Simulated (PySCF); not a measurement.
## Radial density of Ti⁺ (titanium, charge +1)

UHF, [Ar] 3d2 4s1, high-spin 4F determinant. Calculation: PySCF 2.14, in jorge-DZP-DKH (8s6p2d1f, 43 functions); the spin-free X2C one-electron Hamiltonian (Gaussian nucleus).

| r (bohr) | 4πr²ρ (e/bohr) | 4πr²(ρα − ρβ) |
| --- | --- | --- |
| 0.00123 | 0.1761 | 0.0001 |
| 0.00206 | 0.4460 | 0.0002 |
| 0.00347 | 1.114 | 0.0005 |
| 0.00584 | 2.698 | 0.0012 |
| 0.00982 | 6.136 | 0.0028 |
| 0.0165 | 12.50 | 0.0054 |
| 0.0278 | 21.10 | 0.0081 |
| 0.0468 | 26.18 | 0.0061 |
| 0.0786 | 21.94 | -0.0047 |
| 0.132 | 20.60 | -0.0004 |
| 0.222 | 28.08 | 0.0742 |
| 0.374 | 16.16 | 0.3155 |
| 0.629 | 8.213 | 1.0046 |
| 1.06 | 9.299 | 1.3264 |
| 1.78 | 2.479 | 0.8881 |
| 3.00 | 0.5415 | 0.5075 |
| 5.04 | 0.1004 | 0.1004 |
| 8.47 | 0.0008273 | 0.0008 |

Densities and radii are taken from the X2C orbitals without a picture-change correction, which distorts them close to the nucleus.

**Question.** Where is the radial spin density 4πr²(ρα − ρβ) most negative, and why is it negative at all?

**Answer.** Around r = 0.0786 bohr, down to -0.0047 e/bohr: exchange with the open shell polarises the paired shells in an unrestricted calculation.
